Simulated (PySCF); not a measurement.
C3H5O, SMILES CC[C]=O, multiplicity 2. Atoms are numbered in the order given.

```xyz
9

C     -1.7422    -0.0511    -0.2779
C     -0.2773    -0.4472    -0.4542
C      0.7013     0.4787     0.2424
O      1.7914     0.2310     0.6600
H     -2.4034    -0.7237    -0.8582
H     -2.0479    -0.1093     0.7858
H     -1.9165     0.9881    -0.6205
H     -0.0702    -1.4901    -0.1210
H      0.0155    -0.3954    -1.5282
```
Charge 0, spin multiplicity 2.

Geometry optimised at PBE-D3(BJ)/def2-SVP. The isomer is the one that the SMILES or the coordinates give; other isomers of the formula were not compared. The values are those of a single conformer.

Method: r2SCAN/def2-TZVPD run with PySCF.

Mulliken values depend strongly on the basis, most of all with diffuse functions as here. ESP charges are fitted to the potential on shells at 1.4 to 2.0 van der Waals radii. Atomic charges (e):

| atom | meta-Löwdin | ESP fit | Mulliken spin |
|---|---|---|---|
| C1 | -0.33 | -0.57 | -0.01 |
| C2 | -0.22 | 0.33 | 0.04 |
| C3 | 0.22 | -0.03 | 0.70 |
| O4 | -0.29 | -0.23 | 0.23 |
| H5 | 0.12 | 0.13 | 0.00 |
| H6 | 0.12 | 0.17 | 0.00 |
| H7 | 0.12 | 0.13 | -0.01 |
| H8 | 0.12 | 0.01 | 0.05 |
| H9 | 0.14 | 0.04 | -0.01 |
